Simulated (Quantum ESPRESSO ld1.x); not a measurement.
Species: the zinc ion Zn+. Configuration: [Ar] 3d10 4s1. Method: scalar-relativistic Kohn-Sham, revPBE, spin-unpolarised, spherical densities, point nucleus; computed with ld1.x of Quantum ESPRESSO 7.5.

Unscreened Slater integrals over Kohn-Sham orbitals (cm^-1).

integral,value
"F0(4s,4s)",82348
"F0(4s,3d)",104830
"G2(4s,3d)",12047
"F0(4s,3p)",107070
"G1(4s,3p)",5714.0
"F0(4s,3s)",107410
"G0(4s,3s)",4103.1
"F0(3d,3d)",230490
"F2(3d,3d)",104230
"F4(3d,3d)",64405
"F0(3d,3p)",251470
"F2(3d,3p)",116950
"G1(3d,3p)",144400
"G3(3d,3p)",87225
"F0(3d,3s)",256370
"G2(3d,3s)",109080
"F0(3p,3p)",278240
"F2(3p,3p)",138680
"F0(3p,3s)",284020
"G1(3p,3s)",187720
"F0(3s,3s)",290340
